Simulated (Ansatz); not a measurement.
One change: `N/C(F)=[CH]/[GeH3]` becomes `N/C(Cl)=[CH]/[GeH3]`.

Ansatz, PBE0-D4/def2-TZVP geometries, multiplicity 1. Each molecule was computed in one conformer, which needn't be the lowest.

Scalar relativity is left out up to krypton.

```
                                          property  `N/C(F)=[CH]/[GeH3]`
               HOMO energy (B3LYP/def2-TZVPP) / eV                 -6.26
               HOMO–LUMO gap (PBE/def2-TZVPP) / eV                  4.84
              HOMO–LUMO gap (PBE0/def2-TZVPP) / eV                  6.93
size of the dipole moment (ωB97M-V/def2-TZVPP) / D                  2.97
                LUMO energy (PBE0/def2-TZVPP) / eV                  0.47
             HOMO energy (ωB97M-V/def2-TZVPP) / eV                 -8.65
```

(1) Give the same properties after the change, and the shifts. (Best estimate.)

Results:

(1) The calculation gave: 
| property | `N/C(Cl)=[CH]/[GeH3]` | shift |
| --- | --- | --- |
| HOMO energy (B3LYP/def2-TZVPP) / eV | -6.29 | -0.03 |
| HOMO–LUMO gap (PBE/def2-TZVPP) / eV | 4.50 | -0.34 |
| HOMO–LUMO gap (PBE0/def2-TZVPP) / eV | 6.55 | -0.38 |
| size of the dipole moment (ωB97M-V/def2-TZVPP) / D | 2.67 | -0.30 |
| LUMO energy (PBE0/def2-TZVPP) / eV | 0.04 | -0.43 |
| HOMO energy (ωB97M-V/def2-TZVPP) / eV | -8.67 | -0.02 |

Dipoles are sizes alone; their direction can turn.

Positive LUMOs are unbound, so they and the gaps depend on the basis.

B3LYP here is the variant with VWN-RPA as its local correlation; programs differ in this.
